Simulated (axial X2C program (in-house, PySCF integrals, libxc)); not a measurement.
Bond lengths and stretching modes, held linear, of MoCO⁺

Calculated with an axial X2C code built on PySCF integrals: two-component X2C with atomic mean-field Coulomb and Gaunt terms, Gaussian nuclei, basis Mo dyall-v3z, C dyall-v3z, O dyall-av3z with contracted cores. Spin-free rows use the one-electron spin-free X2C Hamiltonian.

Masses Mo 97.905, C 12.000, O 15.995 u. States: 2c Ω = 5/2 (beyond evenly filled blocks: ω = 5/2); spin-free M_S = 5/2, Λ = 0 (beyond evenly filled blocks: σα, π+α, π-α, δ+α, δ-α).

PBE0, 2c: energies above the lowest point

| r(Mo–C) (Å) | r(C–O) (Å) | E (meV) |
| --- | --- | --- |
| 2.1001 | 1.0910 | 65.90 |
| 2.1001 | 1.1190 | 11.03 |
| 2.1001 | 1.1470 | 57.57 |
| 2.1540 | 1.0910 | 50.76 |
| 2.1540 | 1.1190 | 0.00 |
| 2.1540 | 1.1470 | 50.72 |
| 2.1540 | 1.1749 | 183.99 |
| 2.2078 | 1.0910 | 58.99 |
| 2.2078 | 1.1190 | 11.62 |
| 2.2078 | 1.1470 | 65.79 |
| 2.2617 | 1.1190 | 39.98 |
| 2.2617 | 1.1749 | 236.59 |

Task: Fit a quadratic surface with cubic terms in each bond: where is the minimum, and what are the two stretching wavenumbers?

Result: At PBE0, 2c: bonds 2.151 and 1.118 Å; harmonic stretches 312.4 and 2267.9 cm⁻¹; force constants 1.26, 20.8 and coupling 0.37 mdyn/Å.

The other levels and Hamiltonians give:

```json
{"Hamiltonian": "2c", "level": "r2SCAN", "r(Mo–C) (Å)": "2.119", "r(C–O) (Å)": "1.125", "lower stretch (cm⁻¹)": "333.7", "upper stretch (cm⁻¹)": "2205.6"}
{"Hamiltonian": "spin-free", "level": "PBE0", "r(Mo–C) (Å)": "2.151", "r(C–O) (Å)": "1.118", "lower stretch (cm⁻¹)": "313.1", "upper stretch (cm⁻¹)": "2268.0"}
{"Hamiltonian": "spin-free", "level": "HF", "r(Mo–C) (Å)": "2.383", "r(C–O) (Å)": "1.090", "lower stretch (cm⁻¹)": "86.5", "upper stretch (cm⁻¹)": "2475.9"}
{"Hamiltonian": "spin-free", "level": "r2SCAN", "r(Mo–C) (Å)": "2.119", "r(C–O) (Å)": "1.125", "lower stretch (cm⁻¹)": "334.4", "upper stretch (cm⁻¹)": "2205.5"}
```

Each state is one determinant, the lowest of a limited PBE0 search; the stretches come from a fit to these few points and carry an uncertainty of a few per cent. Other orders of the atoms were not compared. Left out for rough or failed fits: HF 2c, MP2 2c, MP2 spin-free. The levels spread by more than a fifth, so the stretches depend strongly on the method. The molecule was held linear; bending was not examined, so a bent shape may lie lower. Note: several unpaired electrons, one determinant need not be a pure state.
